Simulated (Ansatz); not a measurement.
C2H2BFO (`FB1C=CO1`), relaxed with RKS PBE0-D4/def2-TZVP in the Gaussian-basis code of Ansatz from a PBE-D4/def2-SVP geometry. The force threshold is 0.005 eV/Å; the program also tests the step.

The species carries charge 0 and has multiplicity 1.

Start:

```xyz
7

F    -0.408    0.241   -2.279
B    -0.101    0.063   -1.011
C    -0.657    0.361    0.427
C     0.494   -0.280    0.733
O     1.072   -0.589   -0.543
H    -1.450    0.797    1.039
H     1.050   -0.594    1.633
```

How much energy does the relaxation release, and in how many steps? (Estimate.)

The calculation gave: 0.04 eV, in 7 steps, 1 of them rejected.

Which bonds change most? (Estimate.)

Computed: C3–C4 from 1.352 to 1.333 Å; C4–H7 from 1.104 to 1.085 Å; C3–H6 from 1.093 to 1.075 Å; B2–C3 from 1.570 to 1.554 Å.

Give the relaxed structure. (Estimate.)

The calculation gave: 
```xyz
7

F    -0.408    0.242   -2.257
B    -0.103    0.064   -1.003
C    -0.644    0.354    0.424
C     0.489   -0.276    0.728
O     1.060   -0.584   -0.533
H    -1.425    0.783    1.025
H     1.031   -0.583    1.617
```
